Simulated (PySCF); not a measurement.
oxadisiletane (CH₆OSi₂), SMILES C1O[SiH2][SiH2]1. Atoms are numbered in the order given.

```xyz
10

C     -1.2721     0.6139     0.0000
O     -1.1021    -0.8300     0.0000
Si     0.5710    -1.1316     0.0000
Si     0.5788     1.2015     0.0000
H     -1.8474     0.9190    -0.8914
H     -1.8474     0.9190     0.8914
H      1.0205    -1.8873     1.2028
H      1.0205    -1.8873    -1.2028
H      1.0027     1.9569    -1.2124
H      1.0027     1.9569     1.2124
```
Charge 0, spin multiplicity 1.

Coordinates come from a TPSSh-D3(BJ)/def2-SVP optimisation.

All values below come from PySCF with PBE/pcSseg-1.

GIAO shieldings, no solvent; atoms alike by connectivity are averaged. δ = σ(ref) − σ: ¹³C against TMS (σ = 182.0 ppm); ¹⁷O against H2O (σ = 334.3 ppm); ²⁹Si against TMS (σ = 335.4 ppm); ¹H against TMS (σ = 31.49 ppm), references at their B3LYP-D3(BJ)/def2-TZVP geometries, non-relativistic.

### Question
Estimate the chemical shifts. (Estimate from the structure and the level; the computed values follow.)

### Answer

| nucleus | atoms | count | δ (ppm) |
|---|---|---|---|
| ¹³C | C1 | 1 | 73.0 |
| ¹⁷O | O2 | 1 | 66.3 |
| ²⁹Si | Si3 | 1 | 16.5 |
| ²⁹Si | Si4 | 1 | -34.0 |
| ¹H | H7, H8 | 2 | 6.37 |
| ¹H | H9, H10 | 2 | 5.38 |
| ¹H | H5, H6 | 2 | 5.25 |
